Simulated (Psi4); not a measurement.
A dimer, COS ··· H4N+ (SMILES O=C=S and [NH4+]) (charge +1); the first 3 atoms form monomer A.

```
8

O     -1.2904    -0.0427     0.0000
C     -0.1355    -0.0045     0.0000
S      1.4258     0.0472     0.0000
N      1.5241    -0.6441    -3.8604
H      2.0733    -0.4341    -3.0207
H      0.5471    -0.8085    -3.5973
H      1.9012    -1.4820    -4.3147
H      1.5746     0.1483    -4.5087
```

Problem. What interaction energy does SAPT0/jun-cc-pVDZ, frozen core (Psi4 1.11) give, and which attractive term is the largest?

Solution. Total -1.81 kcal/mol: electrostatics 0.23, exchange 0.85, induction -2.35, dispersion -0.54. The most attractive term is induction.
